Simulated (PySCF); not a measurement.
AlBrH2. Atoms are numbered in the order given.

```xyz
4

Al     0.0000     0.0000     1.5578
H      0.0000     1.3910     2.2846
H      0.0000    -1.3910     2.2846
Br     0.0000     0.0000    -0.7092
```

The structure is a stationary point at B3LYP-D3(BJ)/def2-TZVP.

These are ωB97X/def2-TZVPD in PySCF values and carry that method's errors.

Symmetry labels are those of the subgroup C2v that the program uses (full group C2v).

Computed valence orbital energies around the gap with their symmetry:
```tsv
orbital	symmetry	energy (eV)
HOMO−7	A2	-74.23
HOMO−6	A1	-74.23
HOMO−5	A1	-24.24
HOMO−4	A1	-14.89
HOMO−3	B2	-11.98
HOMO−2	A1	-11.97
HOMO−1	B1	-11.16
HOMO	B2	-10.62
LUMO	B1	0.13
LUMO+1	A1	1.33
LUMO+2	A1	1.74
LUMO+3	A1	2.21
```
